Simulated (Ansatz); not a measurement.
```yaml
crystal:
  periodic: [false, false, false]
  atoms:
    - {symbol: O, position_ang: [-0.019060, -0.355146, 2.794492]}
    - {symbol: C, position_ang: [0.162085, -0.554380, 1.683991]}
    - {symbol: B, position_ang: [0.432320, -0.772137, 0.256313]}
    - {symbol: C, position_ang: [-0.718423, -0.429561, -0.835952]}
    - {symbol: Si, position_ang: [0.250886, 1.094902, -0.489584]}
    - {symbol: H, position_ang: [1.435073, -1.382484, 0.034159]}
    - {symbol: H, position_ang: [-0.573888, -0.940024, -1.782282]}
    - {symbol: H, position_ang: [-1.755403, -0.438988, -0.514038]}
    - {symbol: D, position_ang: [-0.416236, 2.160694, 0.289006]}
    - {symbol: H, position_ang: [1.285847, 1.566026, -1.433206]}
basis:
  gaussian: {orbitals: cc-pVTZ-DK, point_charges: [{charge: -1.00, position_ang: [4.192, 0.297, 0.129]}]}
magnetization: {spin_polarized: true, initial_magnetization: 0}
hamiltonian: {xc: {name: r2SCAN50}}
```

```sh
$ ansatz run in.yaml --threads 2 --pin off --events-out ev --progress --plain --max-ram 4352MiB
```

(1) How does Ansatz answer? (An estimate is asked.)

## Answers

(1) Ansatz gave: The program refused the input.
```
Error: YAML parse error: error: line 12 column 16: `D` is not an element symbol (H … Og, case-exact)
10 |     - {symbol: H, position_ang: [-0.573888, -0.940024, -1.782282]}
11 |     - {symbol: H, position_ang: [-1.755403, -0.438988, -0.514038]}
12 |     - {symbol: D, position_ang: [-0.416236, 2.160694, 0.289006]}
13 |     - {symbol: H, position_ang: [1.285847, 1.566026, -1.433206]}
14 | basis:
```
